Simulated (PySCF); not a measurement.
## C8H8: core ionisation energies

Species: cyclooctatetraene, C8H8.
Z-matrix (Å and degrees, PBE0-D3(BJ)/def2-SVP geometry), rows numbered from 1:
```
C 
C   1  1.3424
C   2  1.4682  1  127.19
C   3  1.3421  2  127.26  1    54.92
C   4  1.4683  3  127.08  2     0.07
C   5  1.3420  4  127.11  3   -55.02
C   6  1.4682  5  127.16  4     0.06
C   7  1.3421  6  127.19  5    55.09
H   1  1.0972  2  117.41  3   174.89
H   2  1.0973  1  117.38  3  -174.89
H   3  1.0975  2  115.22  1  -129.94
H   4  1.0977  3  117.43  2   175.07
H   5  1.0976  4  115.30  3   129.84
H   6  1.0975  5  117.43  4  -175.05
H   7  1.0975  6  115.26  5  -129.97
H   8  1.0975  1  115.25  2   130.08
```

Method used: delta-SCF UKS SCAN, pcX-2 on the ionised atom, pcseg-1 elsewhere, spin-free X2C in PySCF. Binding energies are ΔSCF values: E(core-ionised, relaxed orbitals) − E(ground state) at a fixed geometry, referred to the vacuum level.

Task: Give the core binding energies atom by atom.

Result: 
```
atom(s)  bonded to  level  binding energy (eV)  count
C1 (×8)  2 C and H   C 1s               290.18      8
```

Task: Express the binding energy of C 1s of C1 (×8) in atomic units and per mole.

Result: 290.18 eV = 10.6639 Eh = 27998 kJ/mol.

Task: Which photon energy gives electrons from C 1s of C1 (×8) a kinetic energy of 20 eV, and what is their de Broglie wavelength?

Result: hν = 290.18 + 20 = 310.18 eV, recoil neglected; λ = 12.264 Å/√(E/eV) = 2.74 Å.

Atoms equivalent by their bonding share one computed value, that of the first of them. Spin contamination (⟨S²⟩ against 0.75 for a pure doublet) is marked for C 1s of C1 (×8) (0.91), which makes this value less certain. Isolated species at its PBE0-D3(BJ)/def2-SVP geometry (one conformer only).
